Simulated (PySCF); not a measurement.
Correlation energy of F⁺ (fluorine, charge +1)

[He] 2s2 2p4, high-spin 3P determinant. Calculation: PySCF 2.14, in x2c-TZVPPall with one added diffuse shell each of s, p, d type (6s4p3d1f, 40 functions); scalar relativity by spin-free X2C-1e. Frozen: 1s2; 6 electrons correlated.

```tsv
level	correlation energy (mhartree)
CCSD	-157.15
(T)	-1.97
CCSD(T)	-159.12
```

Diagnostics: T1 = 0.0043, D1 = 0.0079, largest double amplitude 0.025.

Cost of the coupled-cluster step: of the order of 0.5 core-seconds, for 6 correlated electrons.
